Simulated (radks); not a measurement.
Task: These are the eigenvalues of the occupied orbitals of an atom or ion with whole-number occupations (hartree). All-electron calculation, scalar-relativistic Kohn-Sham, SCAN, spin-polarised, spherical densities, finite nucleus; meta-GGA in the generalised Kohn-Sham scheme; Fermi nuclear charge, rms radius of each element as measured or else 0.836 A^(1/3) + 0.57 fm. Program: a radial shooting solver on a logarithmic mesh with Libxc functionals.

1s down: -261.2863
1s up: -261.2861
2s up: -33.76868
2s down: -33.66455
2p up: -29.18705
2p down: -29.10984
3s up: -6.67310
3s down: -6.46571
3p up: -5.33539
3p down: -5.13107
3d up: -3.22784

Which element is it, and in what charge state? The configuration may be excited. Open shells, if any, are filled with parallel spins first.

Result: Z = 26, iron, charge +5: Fe5+ in [Ar] 3d3. The list shows which subshells hold electrons but not how many an open one holds; the 1s level, -261.29 hartree, gives Z - s = 22.9 by -(Z - s)^2/2, which with screening and relativity narrows Z to a few neighbours, and the depths of the outer levels then fix element, charge and occupations together.
